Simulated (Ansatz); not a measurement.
Cu5⁺. Total charge 1; singlet. Geometry PBE-D4/def2-SVP, basis def2-TZVP, Ansatz.

```csv
atom,x (Å),y (Å),z (Å)
Cu1,0.6512,1.7903,1.4041
Cu2,-0.7426,-0.4663,-2.1985
Cu3,1.0107,-1.6506,-1.3670
Cu4,-0.9190,0.3300,2.1593
Cu5,-0.0002,-0.0034,0.0020
```

```csv
run,HOMO (eV),LUMO (eV)
A,-10.34,-6.45
B,-9.56,-7.50
C,-9.53,-7.19
D,-10.33,-6.27
```

The structure comes from a short search, and lower isomers may exist.

Problem. The runs used PBE, PBE0, r2SCAN, r2SCAN0. Estimate which is which.

Solution. A PBE0 (25 % exact exchange); B PBE (0 % exact exchange); C r2SCAN (0 % exact exchange); D r2SCAN0 (25 % exact exchange). Exact exchange lowers occupied and raises empty levels; among semilocal functionals meta-GGAs tend to open the gap a little, and such runs are hard to tell apart. The gap grows from 2.05 eV (PBE) to 4.06 eV (r2SCAN0).
